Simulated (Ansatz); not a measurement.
Coupled-cluster diagnostics for the cluster GeBr₂⁺, Ansatz.

Geometry of the doublet (r2SCAN-D4/def2-TZVP):

```xyz
3

Ge   -0.1244    0.5503    0.4636
Br    1.1286   -1.1766    1.1244
Br   -1.0043    0.6264   -1.5880
```

Correlated methods freeze 27 core orbitals; core or outer-core shells of Ge, Br are correlated, in sets that lack core-valence functions. The structure comes from a short search, and lower isomers may exist.

Geometry of the charge 1 quartet (r2SCAN-D4/def2-TZVP):

Cartesian coordinates in Å:
```
Ge -0.550 -0.958 -0.338
Br -0.913 1.367 -0.414
Br 1.463 -0.409 0.753
```

Task: Estimate the CCSD(T) correlation energy, the shares of MP2 and (T), T1 and the reference's ⟨S²⟩ for: charge 1, doublet, own geometry in def2-SVP; charge 1, quartet, own geometry in def2-SVP; and the rough time on 4 threads of Intel Xeon on a shared host.

Result: 
| state | basis | correlation (eV) | MP2 share (%) | (T) share (%) | T1 | ⟨S²⟩ (pure) | wall time |
| --- | --- | --- | --- | --- | --- | --- | --- |
| charge 1, doublet, own geometry | def2-SVP | -18.111 | 97.1 | 2.9 | 0.015 | 0.77 (0.75) | 7.5 s |
| charge 1, quartet, own geometry | def2-SVP | -17.801 | 95.3 | 3.1 | 0.034 | 3.78 (3.75) | 9 s |
Customary marks for T1 are 0.02 (closed shells), 0.045 (open shells) and about 0.05 (3d metals). T1 exceeds 0.02 in 1 of 2 rows and 0.045 in 0; the higher it lies, the less the single-reference result can be trusted.
